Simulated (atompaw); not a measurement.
# LDA (PW92) PAW (atompaw) dataset for silver, scalar-relativistic all-electron reference.

Input for atompaw 4.2.0.5:

```
Ag 47
LDA-PW scalarrelativistic loggrid 1500 logderivrange -7 5 301
5 5 4 0 0 0
5 1 0
4 2 9
0 0 0
c
c
c
c
v
c
c
v
v
c
v
2
2.30 2.20 1.95 1.40
y
1.2
n
n
y
1.1
n
bloechl besselshape
3 -0.5 troulliermartins
PWSCFOUT
UPFDX 0.0125d0 UPFXMIN -7.d0 UPFZMESH 47.d0
END
```

Command:

```bash
atompaw < Ag.input > Ag.log
```

The program printed (summary file):

```
Completed calculations for Ag (AE)

 Exchange-correlation type: LDA, Perdew-Wang correlation

 Radial integration grid is logarithmic
 r0 =   1.8425370E-04 h =   8.6599239E-03   n =      1500 rmax =   8.0000000E+01

 Scalar relativistic calculation

 AEatom converged in  31 iterations
   nz     =  47.00
   delta  =       1.873475515611E-17

 All Electron Orbital energies:
  n  l      occupancy      energy
  1  0      2.0000000E+00 -1.8597530E+03
  2  0      2.0000000E+00 -2.7417263E+02
  3  0      2.0000000E+00 -5.0490882E+01
  4  0      2.0000000E+00 -7.2870618E+00
  5  0      2.0000000E+00 -4.2881815E-01
  2  1      6.0000000E+00 -2.4612027E+02
  3  1      6.0000000E+00 -4.1277274E+01
  4  1      6.0000000E+00 -4.5997628E+00
  5  1      0.0000000E+00 -1.0072471E-01
  3  2      1.0000000E+01 -2.6702802E+01
  4  2      9.0000000E+00 -7.9911970E-01

 Total energy
   Total                    :   -10621.97714312960488

 ---
 Completed calculations for Ag (SC)

 Exchange-correlation type: LDA, Perdew-Wang correlation

 Radial integration grid is logarithmic
 r0 =   1.8425370E-04 h =   8.6599239E-03   n =      1500 rmax =   8.0000000E+01

 Scalar relativistic calculation

 SCatom converged in   4 iterations
   nz     =  47.00
   delta  =       1.089065772112E-16

 Valence Electron Orbital energies:
  n  l      occupancy      energy
   5  0      2.0000000E+00 -4.2881814E-01
   4  1      6.0000000E+00 -4.5997628E+00
   5  1      0.0000000E+00 -1.0072472E-01
   4  2      9.0000000E+00 -7.9911970E-01

 Total energy
   Total                    :   -10621.97714314028417
   Valence                  :     -480.30210966962500

 PAW parameters:
       lmax =            2
         rc =    2.3164608741343140
        irc =         1091
   rc_shape =    2.2182917030431826
    rc_vloc =    1.9649911787344434
    rc_core =    1.4017382181869147
   Vloc: Norm-conserving Troullier-Martins with l= 3;e=  -5.0000E-01
   Projector type: Bloechl + Gram-Schmidt ortho.
   Bessel compensation charge shape zeroed at   2.2183E+00

 Number of basis functions     6
 No.   n  nodes  l      Energy         Cp coeff         Occ
  1    5    4    0   -0.4288181E+00 -0.2006042E+02  0.2000000E+01
  2  999    5    0    0.1200000E+01 -0.9513985E+01  0.0000000E+00
  3    4    2    1   -0.4599763E+01 -0.3151364E+01  0.6000000E+01
  4    5    3    1   -0.1007247E+00 -0.3410828E+01  0.0000000E+00
  5    4    1    2   -0.7991197E+00 -0.8614755E+00  0.9000000E+01
  6  999    2    2    0.1100000E+01 -0.3327806E+00  0.0000000E+00

 Eigenvalues of overlap operator (in the basis of projectors):
    1        2.30240507E-02
    2        6.41087873E-01
    3        6.42196199E-01
    4        9.51685528E-01
    5        2.61556624E+00
    6        1.81370720E+01

 Orbital leakage outside PAW augmentation regions
   orb  is_core?  %out_of_sphere
   1 0    T           0.00
   2 0    T           0.00
   3 0    T           0.00
   4 0    T           0.08
   5 0    F          68.29
   2 1    T           0.00
   3 1    T           0.00
   4 1    F           0.38
   5 1    F          90.21
   3 2    T           0.00
   4 2    F           7.81

 Summary of PAW energies
   Total valence energy     :   -480.30211686409228
   Smooth energy            :      6.14772788622205
   One center               :   -486.44984475031436
   Smooth kinetic           :    102.47762056961743
   Vloc energy              :    -75.27030626529840
   Smooth exch-corr         :    -28.60829080694507
   One-center xc            :   -259.19949445088281
```

Note: ghost state, extra bound levels that the all-electron valence spectrum of the same l lacks: s at -38.9 eV. A true bound ghost makes a file unfit for plane-wave use.

The run took about 3 s on one core of a shared server CPU.
